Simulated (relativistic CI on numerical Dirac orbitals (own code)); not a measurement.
## Hyperfine structure of Os⁶⁷⁺, mass number 189

Computed by Dirac-Coulomb-Breit CI, KLI orbitals optimised for each configuration, model QED, unscaled Slater integrals (own radial code, finite nucleus).

CI space (outside the closed core 1s2): 2s²2p⁵, 2s2p⁶, 2p⁶3s, 2s²2p⁴3s, 2p⁶3p, 2s²2p⁴3p, 2p⁶3d, 2s²2p⁴3d, 2s2p⁵3s, 2s2p⁵3p, 2s2p⁵3d, 2s²2p⁴4s, 2s²2p⁴4p, 2s²2p⁴4d, 2s²2p⁴4f, 2s²2p³3s². Levels of other configurations are missing.

Nuclear spin I = 3/2, μ = 0.6576 μN, Q = 0.86 b (tables of Stone and Pyykkö). The electronic factors are computed for point nuclear moments, without core polarisation or the Bohr-Weisskopf and QED corrections.

```json
{"Level": "2s²2p⁵ ²P°3/2", "E (Ry)": "0.000", "A (GHz)": "393.2", "B (GHz)": "-1520"}
{"Level": "2s²2p⁵ ²P°1/2", "E (Ry)": "115.595", "A (GHz)": "3685", "B (GHz)": ""}
{"Level": "2s2p⁶ ²S1/2", "E (Ry)": "152.345", "A (GHz)": "11470", "B (GHz)": ""}
{"Level": "2s²2p⁴3s ⁴P5/2", "E (Ry)": "656.152", "A (GHz)": "953.8", "B (GHz)": "84.2"}
{"Level": "2s²2p⁴3s ²P3/2", "E (Ry)": "656.996", "A (GHz)": "-168.9", "B (GHz)": "32.6"}
{"Level": "2s²2p⁴3s ²S1/2", "E (Ry)": "661.140", "A (GHz)": "3199", "B (GHz)": ""}
{"Level": "2s²2p⁴3p ²P°1/2", "E (Ry)": "671.348", "A (GHz)": "1057", "B (GHz)": ""}
{"Level": "2s²2p⁴3p ⁴D°7/2", "E (Ry)": "699.124", "A (GHz)": "272.2", "B (GHz)": "528"}
```

Levels with J = 0, under 50 % of one LS term, or S terms without an open s electron are left out. Small factors come from cancelling terms and can be off by tens of per cent or more.

At this charge energies of transitions that change n are usually good to better than 1 %, and those within a shell (Δn = 0) to a few per cent.

Question: Give the hyperfine levels of 2s²2p⁵ ²P°1/2 relative to its centre of gravity.

Answer: With K = F(F + 1) − I(I + 1) − J(J + 1), E = AK/2: F = 1: -4606, F = 2: 2764 GHz.

LS names give the leading component of a level, which can be under half, so a name can repeat, a term be missing and a line seem to break the LS rules.
